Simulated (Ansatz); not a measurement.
Consider the formal exchange of groups at the Si–O bond: `[CH3][AlH][SiH](O)F` + SiH₄ → `[CH3][AlH][SiH](F)[SiH3]` + H₂O.

Computed with Ansatz on PBE0-D4/def2-TZVP structures; ΔE is electronic, products minus reactants. CCSD(T)/CBS is the MP2 limit (def2-TZVPP, def2-QZVPP) plus CCSD(T) − MP2 in def2-TZVPP, frozen cores. This one scheme is used for every species. Functionals use def2-TZVPP. B3LYP here is the variant with VWN-RPA as its local correlation; programs differ in this. HSE06 is defined as in plane-wave codes. One conformer a species, not always the lowest.

| level | ΔE (kJ/mol) | difference from CCSD(T)/CBS |
| --- | --- | --- |
| PBE-D4 | 81.3 | -18.6 |
| revPBE-D4 | 81.4 | -18.5 |
| BLYP-D4 | 99.6 | -0.3 |
| r2SCAN-D4 | 97.9 | -2.0 |
| B97M-V | 95.9 | -4.0 |
| PBE0-D4 | 86.1 | -13.8 |
| B3LYP-D4 | 102.5 | 2.6 |
| r2SCAN0-D4 | 99.3 | -0.6 |
| HSE06-D4 | 85.7 | -14.2 |
| CAM-B3LYP-D4 | 111.6 | 11.7 |
| ωB97M-V | 107.6 | 7.7 |
| B2PLYP | 110.2 | 10.3 |
| PBE-QIDH | 99.3 | -0.6 |
| PBE | 84.3 | -15.6 |
| BLYP | 104.5 | 4.6 |
| r2SCAN | 98.8 | -1.1 |
| PBE0 | 88.9 | -11.0 |
| B3LYP | 107.3 | 7.4 |
| r2SCANh | 99.4 | -0.5 |
| r2SCAN0 | 100.5 | 0.6 |
| HSE06 | 88.6 | -11.3 |
| BHLYP | 115.6 | 15.7 |
| CAM-B3LYP | 114.8 | 14.9 |
| LC-ωPBE | 99.0 | -0.9 |
| RPA@PBE/def2-TZVPP | 105.6 | 5.7 |
| HF/def2-SVP | 116.6 | 16.7 |
| MP2/def2-SVP | 108.7 | 8.8 |
| CCSD/def2-SVP | 103.5 | 3.6 |
| CCSD(T)/def2-SVP | 101.9 | 2.0 |
| HF/def2-TZVPP | 126.2 | 26.3 |
| MP2/def2-TZVPP | 110.2 | 10.3 |
| SCS-MP2/def2-TZVPP | 114.9 | 15.0 |
| CCSD/def2-TZVPP | 106.5 | 6.6 |
| CCSD(T)/def2-TZVPP | 103.8 | 3.9 |
| HF/def2-QZVPP | 127.1 | 27.2 |
| MP2/def2-QZVPP | 108.3 | 8.4 |
| SCS-MP2/def2-QZVPP | 112.9 | 13.0 |
| HF/CBS(def2) | 127.2 | 27.3 |
| MP2/CBS(def2) | 106.3 | 6.4 |
| CCSD/CBS(def2) | 102.6 | 2.7 |
| CCSD(T)/CBS | 99.9 | 0 |

Largest T1 diagnostic among the species: 0.012.

From PBE to PBE0 (25 % exact exchange), in def2-TZVPP and without D4, ΔE moves by +4.7 kJ/mol. In def2-TZVPP, CCSD(T) changes the Hartree–Fock value by −22.4 kJ/mol (the triples alone add −2.7 kJ/mol) and MP2 by −16.0 kJ/mol. The D4 term adds −4.8 kJ/mol with B3LYP and −2.8 kJ/mol with PBE0; it sums over pairs of atoms, weighted by their polarisabilities, and B3LYP, whose exchange is more repulsive, gets the larger term.

CCSD(T)/CBS has its own doubt, a few kJ/mol and more with outer-core shells, so smaller differences from it don't rank the levels.
